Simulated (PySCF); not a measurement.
# Ionisation energy of V⁺ by level of theory

V⁺ [Ar] 3d4 (5D) → V²⁺ [Ar] 3d3 (4F), as a difference of total energies. Calculation: PySCF 2.14, in x2c-TZVPPall with one added diffuse shell each of s, p, d, f type (7s6p5d3f1g, 80 functions); scalar relativity by spin-free X2C-1e. Correlated levels: valence and next inner shell: [Ne] frozen. The calculations carry no spin-orbit coupling.

```tsv
method	ionisation energy (eV)
UHF	13.176
MP2 (valence and next inner shell)	14.702
SCS-MP2 (valence and next inner shell)	14.146
CCSD (valence and next inner shell)	14.422
CCSD(T) (valence and next inner shell)	14.485
```

Q: How much does correlation contribute at CCSD(T) (valence and next inner shell)?

A: 14.485 − (13.176) = 1.309 eV, measured against UHF.

The reference lies between the lowest fine-structure levels, while these numbers refer to the centres of the terms.

Errors of the correlated levels include the incompleteness of this basis and the frozen core.

For comparison: 14.634 ± 0.007 eV (measured; NIST Atomic Spectra Database, ionization energies).
